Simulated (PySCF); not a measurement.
ORD: SMILES [SiH3][C@@H]1CC[C@@H]1Br, C$_{4}$H$_{9}$BrSi

Geometry (Å), atoms numbered from 1 in this order:
```xyz
15

Si    1.6344   -0.3734   -0.9972
C     0.5498    0.4062    0.3637
C    -0.2817   -0.6182    1.1625
C    -1.5184   -0.2217    0.3440
C    -0.7644    1.0236   -0.1110
Br   -0.9159    1.4849   -2.0089
H     2.6590   -1.1409   -0.2856
H     2.2338    0.6876   -1.8003
H     0.8125   -1.2703   -1.8075
H     1.1478    1.0820    0.9790
H    -0.3781   -0.3592    2.2162
H     0.0270   -1.6587    1.0806
H    -2.4439   -0.0485    0.8914
H    -1.7135   -0.9139   -0.4731
H    -1.0529    1.9284    0.4242
```

Computed with TDDFT PBE0/def2-SVPD circular dichroism and optical rotation, one conformer, gas phase (PySCF). Geometry: GFN2-xTB.

The calculation is non-relativistic, which matters for the atoms heavier than Zn.

Stereocentres: C2 R, C5 S.

(1) What is the specific rotation at 633, 589.3, 546, 436, 405, 365, 355 nm?

(2) And for the mirror image at 589.3 nm?

(3) What is the molar rotation [Φ] = [α]·M/100 of the geometry above at 589.3 nm?

Results:

(1) [α] in deg dm⁻¹ (g/mL)⁻¹:
| λ (nm) | origin-invariant length gauge | modified velocity gauge | length gauge (centre of mass) | isotropic polarisability (au) |
| --- | --- | --- | --- | --- |
| 633 | -52.8 | -54.1 | -51.4 | 95.5 |
| 589.3 | -62.2 | -63.7 | -60.6 | 95.8 |
| 546 | -74.3 | -76.2 | -72.4 | 96.3 |
| 436 | -129.7 | -133.1 | -126.6 | 98.3 |
| 405 | -157.9 | -162.1 | -154.2 | 99.2 |
| 365 | -211.8 | -217.7 | -207.1 | 100.7 |
| 355 | -230.1 | -236.5 | -225.0 | 101.2 |

(2) +62.2 deg dm⁻¹ (g/mL)⁻¹ (origin-invariant length gauge): the same size and the opposite sign.

(3) With M = 165.10 g/mol, -102.6 deg cm² dmol⁻¹ (origin-invariant length gauge).

The first excitation lies at 5.99 eV (207 nm) with R = -3.2 × 10⁻⁴⁰ esu² cm² (velocity form).
